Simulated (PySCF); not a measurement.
Structure problem from calculated spectra and properties.

Formula: C5H13N2PSi.

| Item | Value |
| --- | --- |
| 13C NMR | chemical shifts (computed TMS as zero) by class: 130.3 (2 C), 42.0 (2 C), -8.9 (1 C) ppm [GIAO PBE0/pcSseg-1] |
| 1H NMR | chemical shifts (computed TMS as zero) by class: 5.61 (2 H), 4.27 (2 H), 2.67 (6 H), 0.10 (3 H) ppm [GIAO PBE0/pcSseg-1] |
| NMR, other nuclei | isotropic shieldings of nuclei other than C and H, by class: 214 (2 N), 395 (1 Si), 214 (1 P) ppm [GIAO PBE0/pcSseg-1] |
| Rotational structure | rotational constants A, B, C: 1.509, 0.972, 0.740 GHz [GFN2-xTB] |
| Dipole | 1.33 D [PBE0/pcSseg-1] |

Gas-phase values; electronic properties from PySCF, density fitting. Levels stand in brackets. Geometry: GFN2-xTB, one conformer, isolated molecule. NMR values are class means; diastereotopic atoms form classes of their own.

Q: What is the compound? Reason from the data.

A: Numbering: `[CH3:1][SiH2:2][P:3]1[N:4]([CH3:5])[CH:6]=[CH:7][N:8]1[CH3:9]`. 5 carbons fall into 3 classes; from least to most shielded: vinylic carbon bearing nitrogen [C6/C7] (130.3 ppm, 2 C, up to 2.1 ppm apart in this geometry), N-methyl carbon [C5/C9] (42.0 ppm, 2 C), Si-methyl carbon [C1] (-8.9 ppm). Hydrogen classes from least to most shielded: 2 H on 2 like atoms (vinylic carbon bearing nitrogen), C6/C7 (5.61 ppm), 2 H on an SiH2 silicon, Si2 (4.27 ppm, a mean of values up to 0.6 ppm apart in this geometry), 6 H on 2 N-methyl carbons, C5/C9 (2.67 ppm), 3 H on an Si-methyl carbon, C1 (0.10 ppm). The other shieldings belong to: 214 ppm, nitrogen bonded to 2 C and P [N4/N8]; 395 ppm, SiH2 silicon [Si2]; 214 ppm, three-coordinate phosphorus [P3]. The optimised geometry has point group C1 and is an asymmetric top. Structure: `C[SiH2]P1N(C)C=CN1C`. Computed isomers that give other values at the same levels: `CC[C@H](C#N)CN[SiH2]P` (13C chemical shifts (computed TMS as zero) by class: 125.6 (1 C), 50.5 (1 C), 35.9 (1 C), 26.4 (1 C), 14.7 (1 C) ppm). The assignments are read from this structure; whether some other isomer fits the data as well wasn't checked.
